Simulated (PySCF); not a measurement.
Species: C4H11OPSi.
Geometry (GFN2-xTB, Å), atoms numbered from 1 in this order:
```
atom  x, y, z in Å
O1    -1.720   -1.423   -1.005
P2    -1.252   -0.939    0.295
C3     0.457   -1.439    0.710
C4     1.370   -0.929   -0.398
Si5    1.312    0.969   -0.497
C6    -0.508    1.500   -0.627
C7    -1.334    0.877    0.493
H8    -2.002   -1.418    1.378
H9     0.472   -2.533    0.764
H10    0.742   -1.043    1.686
H11    1.019   -1.349   -1.343
H12    2.387   -1.294   -0.247
H13    2.056    1.433   -1.668
H14    1.877    1.524    0.745
H15   -0.613    2.586   -0.613
H16   -0.917    1.153   -1.578
H17   -0.967    1.168    1.478
H18   -2.388    1.164    0.416
```

Probes without a nucleus sit at each ring's centroid and 1 Å off its mean plane on both sides; NICS is minus the shielding there, NICSzz its component along the normal. Level: GIAO PBE0/pcSseg-1 (PySCF, non-relativistic, gas phase) on the GFN2-xTB geometry, one conformer.

Ring bond lengths (Å), with Mayer bond orders in brackets: P2–C3 1.829 (0.91), C3–C4 1.524 (1.02), C4–Si5 1.901 (0.91), Si5–C6 1.901 (0.91), C6–C7 1.524 (1.02), C7–P2 1.829 (0.91).

Q: Give the NICS values of each ring in ppm.

A: 
```csv
ring,type,NICS(0),"NICS(1), two faces","NICS(1)zz, two faces",rms pucker (Å),"centre to ring atoms, mean (Å)"
P2–C3–C4–Si5–C6–C7,6-membered ring with P and Si; formal bonds all single,-1.1,-1.8 / -1.6,4.1 / 5.7,0.30,1.67
```

Q: What do they say, and how far can they be read as aromaticity?

A: 
- P2–C3–C4–Si5–C6–C7: mean NICS(1)zz 4.9 ppm, deshielded. P2, C3, C4, Si5, C6, C7 have four or more neighbours, so the value isn't read as a sign of a π ring current.

Q: At the first NICS(1) probe listed for ring P2–C3–C4–Si5–C6–C7, 1 Å off the ring, how large is the induced field along the normal in 7.05 T applied along it?

A: NICSzz × B0 = 4.1 ppm × 7.05 T = 29 μT, along the applied field.

Q: How shielded are the nuclei of the rings and their hydrogens (means over atoms taken as equivalent)?

A: 
```csv
atoms,environment,σ isotropic (ppm),"principal values of the symmetric part, first atom (ppm)"
P2,phosphoryl phosphorus,332.3,"231.6, 257.4, 508.0"
C3 (×2),sp3 carbon bound to phosphorus,157.7,"146.7, 155.7, 170.6"
C4 (×2),sp3 carbon bound to silicon,184.3,"178.3, 186.9, 187.9"
Si5,SiH2 silicon,394.6,"373.7, 396.1, 414.1"
H8,P–H hydrogen,24.46,"20.8, 22.0, 30.5"
H9 (×2),methylene hydrogen,29.38,"24.9, 26.8, 36.5"
H10 (×2),methylene hydrogen,30.46,"27.2, 28.8, 35.4"
H11 (×2),methylene hydrogen,29.90,"25.8, 28.7, 35.2"
H12 (×2),methylene hydrogen,30.73,"25.2, 27.9, 39.0"
H13,Si–H hydrogen,27.59,"24.2, 24.9, 33.6"
H14,Si–H hydrogen,27.68,"24.4, 25.8, 32.9"
```
